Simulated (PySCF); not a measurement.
PySCF job for dichlorosilane (H2Cl2Si), SMILES Cl[SiH2]Cl, PBE0/pcJ-1. Geometry optimised at B3LYP-D3(BJ)/def2-TZVP.

```python
import numpy as np
from pyscf import gto, scf, dft
from pyscf.prop.ssc import rks as ssc

mol = gto.M(
    atom='''
    Cl   -1.68239473    0.00000000   -0.40852020
    Si   -0.00000000   -0.00000000    0.76641778
    Cl    1.68239474    0.00000000   -0.40852020
    H    -0.00000001    1.22441658    1.57991890
    H    -0.00000001   -1.22441657    1.57991890
    ''',
    basis='pcJ-1',
    charge=0,
    spin=0,
    max_memory=2000,
    verbose=3,
)
mf = dft.RKS(mol, xc='pbe0')
mf.grids.level = 3
mf.conv_tol = 1e-10
mf.max_cycle = 100
mf.kernel()
j = ssc.SSC(mf)
j.with_fcsd = True
j.max_cycle_cphf = 80
j.conv_tol = 1e-7
e11 = j.kernel()
```

It prints:

```
converged SCF energy = -1202.98373976567
Reduced spin-spin coupling constant K (Hz)
               #0        #1        #2        #3        #4
        0 Cl   0.00000
        1 Si -83.87703   0.00000
        2 Cl   3.93146 -83.89837   0.00000
        3 H    1.98371  45.44419   1.98371   0.00000
        4 H    1.98369  45.44417   1.98369   0.79720   0.00000
Spin-spin coupling constant J (Hz)
               #0        #1        #2        #3        #4
        0 Cl   0.00000
        1 Si  51.03957   0.00000
        2 Cl   1.18027  51.05256   0.00000
        3 H    6.07114 -281.90670   6.07114   0.00000
        4 H    6.07107 -281.90657   6.07107  24.87266   0.00000
```

The run converged.
